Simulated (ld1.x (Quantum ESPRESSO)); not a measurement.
## Pseudopotential generation for neodymium (Nd): ultrasoft, LDA (PZ), fully relativistic.

Input for ld1.x (Quantum ESPRESSO) 7.5:

```
&input
   title='Nd', zed=60., rel=2, dft='PZ', iswitch=3,
   config='[Xe] 4f3 5d0 6s0 6p0', rel_dist='average',
   nld=7, rlderiv=2.90, eminld=-13.0, emaxld=5.0, deld=0.04
 /
 &inputp
   pseudotype=3, tm=.true., lloc=-1, rcloc=0.85,
   nlcc=.true., rcore=1.05,
   file_pseudopw='Nd.UPF', file_wfcaegen='ae.wfc', file_wfcncgen='nc.wfc', file_beta='beta', file_chi='chi', file_wfcusgen='us.wfc'
 /
8
5S  1  0   2.00   0.00  2.00  2.65  0.0
6S  2  0   0.00   0.00  2.00  2.65  0.0
5P  2  1   6.00   0.00  2.05  2.30  0.0
6P  3  1   0.00   0.00  2.05  2.30  0.0
4D  3  2  10.00   0.00  0.95  1.05  0.0
5D  4  2   0.00   0.00  0.95  1.05  0.0
4F  4  3   3.00   0.00  1.15  1.35  0.0
4F  4  3   0.00  -1.55  1.15  1.35  0.0
 &test
   configts(1)='4d10 4f3 5s2 5p6 5d0 6s0 6p0'
 /
```

Command:

```bash
ld1.x < Nd.in > Nd.out
```

The program printed (shortened: banner, matrices, multipoles, cross overlaps and the repeated all-electron block are left out):

```
[... start of the log left out ...]
       Setting wfc to zero for this iteration
       (This warning will only be printed once per wavefunction)

       Zero norm: self consistency problem; state:  3 (l=  3, j=2.5)
       Zero norm: self consistency problem; state:  4 (l=  3, j=3.5)
       Zero norm: self consistency problem; state:  5 (l=  0, j=0.5)
       Zero norm: self consistency problem; state:  6 (l=  1, j=0.5)
       Zero norm: self consistency problem; state:  7 (l=  1, j=1.5)
       Zero norm: self consistency problem; state:  1 (l=  2, j=1.5)
       Zero norm: self consistency problem; state:  2 (l=  2, j=2.5)
       Zero norm: self consistency problem; state:  3 (l=  3, j=2.5)
       Zero norm: self consistency problem; state:  4 (l=  3, j=3.5)
       Zero norm: self consistency problem; state:  5 (l=  0, j=0.5)
       Zero norm: self consistency problem; state:  6 (l=  1, j=0.5)
       Zero norm: self consistency problem; state:  7 (l=  1, j=1.5)
       Zero norm: self consistency problem; state:  1 (l=  2, j=1.5)
       Zero norm: self consistency problem; state:  2 (l=  2, j=2.5)
       Zero norm: self consistency problem; state:  3 (l=  3, j=2.5)
       Zero norm: self consistency problem; state:  4 (l=  3, j=3.5)
       Zero norm: self consistency problem; state:  5 (l=  0, j=0.5)
       Zero norm: self consistency problem; state:  6 (l=  1, j=0.5)
       Zero norm: self consistency problem; state:  7 (l=  1, j=1.5)
       Zero norm: self consistency problem; state:  1 (l=  2, j=1.5)
       Zero norm: self consistency problem; state:  2 (l=  2, j=2.5)
       Zero norm: self consistency problem; state:  3 (l=  3, j=2.5)
       Zero norm: self consistency problem; state:  4 (l=  3, j=3.5)
       Zero norm: self consistency problem; state:  5 (l=  0, j=0.5)
       Zero norm: self consistency problem; state:  6 (l=  1, j=0.5)
       Zero norm: self consistency problem; state:  7 (l=  1, j=1.5)

 %%%%%%%%%%%%%%%%%%%%%%%%%%%%%%%%%%%%%%%%%%%%%%%%%%%%%%%%%%%%%%%%%%%%%%%%%%%%%%
     Error in routine run_pseudo (1):
     Errors in PS-KS equation
 %%%%%%%%%%%%%%%%%%%%%%%%%%%%%%%%%%%%%%%%%%%%%%%%%%%%%%%%%%%%%%%%%%%%%%%%%%%%%%

     stopping ...
```

The run stopped because the pseudo-atom solver did not find the valence states with the expected number of nodes, which is the usual sign of a ghost state.

The run took about 2.1 s on one core of a shared server CPU.
